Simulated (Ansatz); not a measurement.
`[OH][Mg][Br]` → `[Mg][Br]`• + `[OH]`•  (homolysis of the Mg–O bond)

Computed with Ansatz on PBE0-D4/def2-TZVP structures; ΔE is electronic, products minus reactants. CCSD(T)/CBS is the MP2 limit (def2-TZVPP, def2-QZVPP) plus CCSD(T) − MP2 in def2-TZVPP, frozen cores. This one scheme is used for every species. Functionals use def2-TZVPP. B3LYP here is the variant with VWN-RPA as its local correlation; programs differ in this. HSE06 is defined as in plane-wave codes. Open shells (•) are unrestricted, without spin–orbit coupling. For Br, Mg outer-core shells are correlated without core-valence functions, which leaves a few kJ/mol of doubt a bond. Scalar relativity is left out up to krypton. Each species was taken in one conformer, which may not be the lowest.

`[OH][Mg][Br]`:

```xyz
4

O     0.517    0.859    0.706
Mg   -0.177   -0.393   -0.301
Br   -1.045   -2.087   -1.639
H     0.705    1.621    1.235
```

`[Mg][Br]`•:

```xyz
2

Mg   -0.635    0.263   -0.965
Br    0.635   -0.263    0.965
```

`[OH]`•:

```xyz
2

O    -0.014    0.029   -0.486
H     0.014   -0.029    0.486
```

What is ΔE at CCSD(T)/CBS? (Estimate.)

The calculation gave: +4.97 eV.

What do these levels give: CAM-B3LYP-D4, B3LYP, HSE06, CCSD/def2-SVP, MP2/def2-TZVPP, HF/def2-QZVPP? (Best estimate.)

The calculation gave: CAM-B3LYP-D4 4.68, B3LYP 4.54, HSE06 4.47, CCSD/def2-SVP 4.50, MP2/def2-TZVPP 4.92, HF/def2-QZVPP 3.19 eV.

Largest T1 diagnostic among the species: 0.008.

At CCSD(T), def2-SVP lies −0.43 eV from the extrapolated value and def2-TZVPP −0.35 eV: correlation converges slowly with the basis, and small sets miss more of it in the bonded molecule than in its fragments. In def2-TZVPP, CCSD(T) changes the Hartree–Fock value by +1.47 eV (the triples alone add +0.09 eV) and MP2 by +1.76 eV; breaking electron pairs costs correlation energy, which Hartree–Fock lacks. From PBE to PBE0 (25 % exact exchange), in def2-TZVPP and without D4, ΔE moves by −0.13 eV: exact exchange takes away binding that semilocal exchange gives to molecules.
